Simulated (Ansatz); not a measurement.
C3H8Ge, SMILES `[CH3][GeH]1[CH2][CH2]1`, relaxed with RKS PBE-D4/def2-SVP in Ansatz 0.2.0 from a rough embedded geometry. The force threshold is 0.03 eV/Å; the program also tests the step.

Total charge 0; spin multiplicity 1.

Start:

```xyz
12

C    -0.932   -0.861   -1.296
Ge   -0.232   -0.743    0.459
C     0.014    1.086    1.080
C     1.172    0.701    0.406
H    -0.127   -1.029   -2.073
H    -1.657   -1.784   -1.383
H    -1.542    0.038   -1.575
H     0.426   -1.934    1.108
H    -0.621    1.852    0.580
H     0.124    1.188    2.224
H     1.331    1.063   -0.596
H     2.044    0.424    1.065
```

Task: How much energy does the relaxation release, and in how many steps? (Best estimate.)

Result: The calculation gave: 64.64 kJ/mol, in 9 steps, 1 of them rejected.

Task: Which bonds change most? (Estimate.)

Result: Computed: C3–C4 from 1.393 to 1.538 Å; C1–H6 from 1.176 to 1.108 Å; C1–Ge2 from 1.894 to 1.958 Å; Ge2–C4 from 2.015 to 1.963 Å.

Task: Give the relaxed structure. (An estimate is asked.)

Result: Ansatz gave: 
```xyz
12

C    -0.976   -0.969   -1.395
Ge    0.037   -0.725    0.263
C    -0.045    1.011    1.177
C     1.271    0.794    0.409
H    -0.428   -1.625   -2.100
H    -1.968   -1.415   -1.186
H    -1.125    0.020   -1.870
H     0.340   -1.964    1.127
H    -0.741    1.767    0.776
H     0.011    1.027    2.279
H     1.436    1.414   -0.489
H     2.188    0.664    1.008
```
